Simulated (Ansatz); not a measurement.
CH4ClFOSi can be A, `O[SiH2]C(F)Cl`, or B, `C[Si](O)(F)Cl`.

Isolated molecules relaxed with PBE0-D4/def2-TZVP in Ansatz; ΔE leaves out vibrations. CCSD(T)/CBS is the MP2 limit (def2-TZVPP, def2-QZVPP) plus CCSD(T) − MP2 in def2-TZVPP, frozen cores. DFT in def2-TZVPP. B3LYP here is the variant with VWN-RPA as its local correlation; programs differ in this. One conformer a species, not always the lowest.

Problem. Which is lower in electronic energy at CCSD(T)/CBS, and by how much? (Best estimate.)

Solution. Computed: B, by 447.3 kJ/mol.

Problem. Give E(B) − E(A) in kJ/mol with CCSD/def2-TZVPP, B2PLYP, B3LYP-D4, CCSD(T)/def2-TZVPP, HF/def2-TZVPP, PBE0-D4, r2SCAN-D4. (An estimate is asked.)

Solution. The calculation gave: CCSD/def2-TZVPP -446.5, B2PLYP -442.5, B3LYP-D4 -433.6, CCSD(T)/def2-TZVPP -442.6, HF/def2-TZVPP -452.4, PBE0-D4 -435.1, r2SCAN-D4 -444.2. None reverses the order clearly.

Largest T1 diagnostic: 0.011.

From PBE to PBE0 (25 % exact exchange), in def2-TZVPP and without D4, E(B) − E(A) moves by −16.4 kJ/mol.
